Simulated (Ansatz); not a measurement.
Energy needed to pull apart AlClF2 (SMILES [F][Al]([F])[Cl]), singlet, into free ground-state atoms, from the structure below (displaced at random from its PBE0-D4/def2-TZVP minimum); no zero-point or spin–orbit terms; open-shell atoms are treated unrestricted, in their ground-state multiplicity.

F1  (0.997, 0.703, 1.114)
Al2  (0.117, -0.099, 0.023)
F3  (0.278, -1.676, -0.160)
Cl4  (-1.307, 0.992, -1.064)
(Å)

Ansatz 0.2.0; basis: def2-TZVPP; cores frozen in the correlated methods.

```json
{"method": "PBE-D4", "atomization energy (kcal/mol)": "386.4"}
{"method": "r2SCAN-D4", "atomization energy (kcal/mol)": "387.2"}
{"method": "PBE0-D4", "atomization energy (kcal/mol)": "376.6"}
{"method": "wB97M-V", "atomization energy (kcal/mol)": "?"}
{"method": "HF", "atomization energy (kcal/mol)": "?"}
{"method": "MP2", "atomization energy (kcal/mol)": "398.7"}
{"method": "CCSD", "atomization energy (kcal/mol)": "369.1"}
{"method": "CCSD(T)", "atomization energy (kcal/mol)": "375.6"}
```

Q: What does HF give? (Judge from chemistry; the value comes from the calculation.)

A: The calculation gives: 294.2 kcal/mol, which is about 81.4 kcal/mol less than CCSD(T)/def2-TZVPP.

Q: What does wB97M-V give? (An estimate is asked for; the value comes from the calculation.)

A: The calculation gives: 384.2 kcal/mol, which is about 8.6 kcal/mol more than CCSD(T)/def2-TZVPP.

In triple zeta the MP2 and coupled-cluster atomization energies are still short of their basis limit by a few kcal/mol a bond, whereas those of the functionals are nearly converged, so these differences are not deviations from converged CCSD(T).

The T1 diagnostic stays at or below 0.012.

For scale, one of the runs: CCSD(T)/def2-TZVPP forces, 146 basis functions (an equivalent command: `ansatz run in.yaml --threads 2`). Time: 2.1 min of wall clock on 2 CPU threads; the host was shared. Peak host memory: 1.4 GiB.
